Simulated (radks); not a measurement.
Numerical settings for neutral xenon, [Xe]. Method: scalar-relativistic Kohn-Sham, r2SCAN, spin-polarised, spherical densities, finite nucleus; meta-GGA in the generalised Kohn-Sham scheme; Fermi nuclear charge, rms radius 4.7859 fm; computed with a radial shooting solver on a logarithmic mesh with Libxc functionals. The defaults (mesh step 0.008 in ln r, mesh end at 40 bohr or more with all orbitals vanishing there, Anderson mixing 0.5 over 9 steps, residual threshold near 1e-9 with the energy settled to 1e-9 hartree or 1e-11 of itself, here a cap of 56 iterations) give E = -7448.029 hartree and 5p at -8.585 eV in 11 iterations. Run on one thread of a shared host, so times are rough (Arm Neoverse V2): 0.18 s of CPU time, 0.18 s wall, 11 iterations on 2437 mesh points. Changes against that run (0 stands for a change within the tolerance of the run):

| setting | iterations | converged | E (mhartree) | e(5p) (meV) | CPU (s) |
|---|---|---|---|---|---|
| mesh step in ln r 0.2 | 4 | no | diverged | - | 0.01 |
| mesh step in ln r 0.02 | 10 | yes | +0.0194 | +0.0123 | 0.07 |
| mesh step in ln r 0.12 | 2 | no | diverged | - | 0.01 |
| mesh end (bohr) 2 | 11 | level above zero | +1.87e+04 | +9.54e+04 | 0.14 |
| mesh end (bohr) 400 | 11 | yes | 0 | 0 | 0.18 |
| residual threshold 1e-13 | 56 | no | 0 | -0.0105 | 0.46 |
| residual threshold 1e-05 | 10 | yes | 0 | -0.00685 | 0.17 |
| mixing 1 | 11 | yes | 0 | -0.00424 | 0.18 |
| linear mixing, mixing 0.5 | 22 | yes | 0 | -0.0127 | 0.31 |
| linear mixing, mixing 0.8 | 45 | no | diverged | - | 0.54 |
| mixing history 20 | 11 | yes | 0 | 0 | 0.18 |
| iteration cap 5 | 5 | no | -0.0557 | +9.62 | 0.1 |

Settled on a wrong energy, with an occupied level pushed above zero by the early mesh end: mesh end (bohr) 2 (+18.7 hartree). Apart from these: no run marked as converged misses the energy by more than 1 mhartree. A mesh that ends early acts as a hard wall.
